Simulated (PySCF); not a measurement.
Isomers of C6H7FN2, mass 126.059 u with the commonest isotopes. Theory: PBE0/def2-SVPD in PySCF (dipole) on a GFN2-xTB geometry, gas phase. One conformer each, none proved a minimum here; rigid rotors.

Question: Order these by rotational constant C, smallest first.
A. `[CH3:1][CH2:2][c:3]1[cH:4][n:5][c:6]([F:7])[cH:8][n:9]1` with C1–C2–C3–C4 79°
B. `[H]/[N:9]=[C:8]1/[C@:3]([C:2]#[N:1])([F:4])[CH2:5][CH2:6][CH2:7]1` with C2–C3–C5–C6 86°, C3–C5–C6–C7 38°, C5–C6–C7–C8 -31°, C6–C7–C8–N9 -168°
C. `Cc1cc(F)c(C)nn1`

Answer: A (884.4 MHz), C (959.1 MHz), B (1417 MHz).

Question: Order these by rotational constant B, smallest first.
A. `c1(F)c(C)nnc(c1)C`
B. `[H]/[N:9]=[C:8]1/[C@:3]([C:2]#[N:1])([F:4])[CH2:5][CH2:6][CH2:7]1` with C2–C3–C5–C6 86°, C3–C5–C6–C7 38°, C5–C6–C7–C8 -31°, C6–C7–C8–N9 -168°
C. `[CH3:1][CH2:2][c:3]1[cH:4][n:5][c:6]([F:7])[cH:8][n:9]1` with C1–C2–C3–C4 79°

Answer: C (995.9 MHz), A (1366 MHz), B (1633 MHz).

Question: Order these by dipole moment, smallest first.
A. `[CH3:1][CH2:2][c:3]1[cH:4][n:5][c:6]([F:7])[cH:8][n:9]1` with C1–C2–C3–C4 79°
B. `[H]/[N:9]=[C:8]1/[C@:3]([C:2]#[N:1])([F:4])[CH2:5][CH2:6][CH2:7]1` with C2–C3–C5–C6 86°, C3–C5–C6–C7 38°, C5–C6–C7–C8 -31°, C6–C7–C8–N9 -168°
C. `Cc1cc(F)c(C)nn1`

Answer: A (2.32 D), C (2.70 D), B (5.69 D).

```csv
SMILES,point group,Ia (u·Å²),Ib (u·Å²),Ic (u·Å²),κ,μa (D),μb (D),μc (D)
CCc1cnc(F)cn1,C1,108.26,507.47,571.46,-0.94,2.30,0.13,0.20
[H]/N=C1\CCC[C@]1(F)C#N,C1,245.96,309.53,356.55,-0.32,5.44,1.56,0.56
Cc1cc(F)c(C)nn1,Cs,163.23,369.98,526.95,-0.62,0.07,2.70,0.00
```
